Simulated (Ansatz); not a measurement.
Stepwise reaction of `[SiH3][N]([SiH3])[GeH2][N]([SiH3])[SiH3]` with hydrogen, as a gas-phase model of exchange steps in deposition or etching. ΔE in kJ/mol.

Gas-phase electronic energies from Ansatz, PBE0-D4/def2-TZVP geometries. CCSD(T)/CBS is the MP2 limit (def2-TZVPP, def2-QZVPP) plus CCSD(T) − MP2 in def2-TZVPP, frozen cores. This one scheme is used for every species. DFT in def2-TZVPP. B3LYP here is the variant with VWN-RPA as its local correlation; programs differ in this. For Ge outer-core shells are correlated without core-valence functions, which leaves a few kJ/mol of doubt a bond. Scalar relativity is left out up to krypton. One conformer a species, not always the lowest.

```json
{"step": "1", "reaction": "`[SiH3][N]([SiH3])[GeH2][N]([SiH3])[SiH3]` + H₂ → `[SiH3][N]([SiH3])[GeH3]` + `[SiH3]N[SiH3]`", "PBE-D4": "15.6", "B3LYP-D4": "18.4", "ωB97M-V": "14.2", "CCSD(T)/CBS": "20.5"}
{"step": "2", "reaction": "`[SiH3][N]([SiH3])[GeH3]` + H₂ → GeH₄ + `[SiH3]N[SiH3]`", "PBE-D4": "-11.4", "B3LYP-D4": "-10.6", "ωB97M-V": "-11.1", "CCSD(T)/CBS": "-4.0"}
```

Problem. By hand: ΔE of the 2 steps together at CCSD(T)/CBS.

Solution. (20.5) + (-4.0) = 16.5 kJ/mol, or 8.2 kJ/mol a step.

In ΔE each step is lower than the one before. PBE-D4 differs from CCSD(T)/CBS by -7.4 to -4.9 kJ/mol a step. Only this route is followed, and other bonds may react first. Isolated molecules leave out the surface, adducts and barriers. Largest T1 diagnostic: 0.012.
